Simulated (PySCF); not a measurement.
## Deuteron quadrupole couplings in `O[SiH2]/C=C/CF`

Species: C₃H₇FOSi.
Structure used (GFN2-xTB), in Å, numbered top down from 1:
```
atom  x, y, z in Å
O1     2.3813    0.3258   -1.1282
Si2    1.9879   -0.2763    0.3317
C3     0.1262   -0.2418    0.6144
C4    -0.7725    0.0559   -0.3129
C5    -2.2565    0.0711   -0.1157
F6    -2.6177   -0.2345    1.1722
H7     2.1627    1.2180   -1.3824
H8     2.6219    0.5049    1.3987
H9     2.4967   -1.6363    0.2236
H10   -0.2398   -0.4960    1.6004
H11   -0.4794    0.3141   -1.3227
H12   -2.6715    1.0646   -0.3323
H13   -2.7436   -0.6689   -0.7645
```

Level: PBE0/pcSseg-1 (PySCF, non-relativistic); Q(2H) = 0.00286 b; rigid geometry, the same for H and D, with no vibrational averaging.

Question: Rank these positions by the coupling χzz of a deuteron there, largest first.
A. H7 (hydroxyl hydrogen)
B. H9 (Si–H hydrogen)
C. H10 (vinylic hydrogen)
D. H8 (Si–H hydrogen)
E. H13 (methylene hydrogen)

Answer: A (346 kHz), C (219 kHz), E (190 kHz), B (111 kHz), D (105 kHz).

What are Vzz, η and χzz (234.96 MHz × Q × Vzz) at all hydrogens?

```
atom  bonded to  bond length (Å)  Vzz (au)     η  χzz (kHz)
  H7         O1            0.953    0.5146  0.06        346
  H8        Si2            1.467    0.1566  0.03        105
  H9        Si2            1.456    0.1653  0.02        111
 H10         C3            1.082    0.3265  0.03        219
 H11         C4            1.083    0.3213  0.06        216
 H12         C5            1.098    0.2834  0.08        190
 H13         C5            1.098    0.2833  0.08        190
```

Average by the element that carries the hydrogen.

on O: 346 kHz over 1 position, mean bond length 0.953 Å; on Si: 108 kHz over 2 positions, mean bond length 1.461 Å; on C: 204 kHz over 4 positions, mean bond length 1.090 Å.

Isolated species at its GFN2-xTB geometry (one conformer only). GFN2-xTB bond lengths can be off by several hundredths of an ångström, more for odd bonds, and the gradients follow them. With a basis this small, the couplings can be 20 % off.
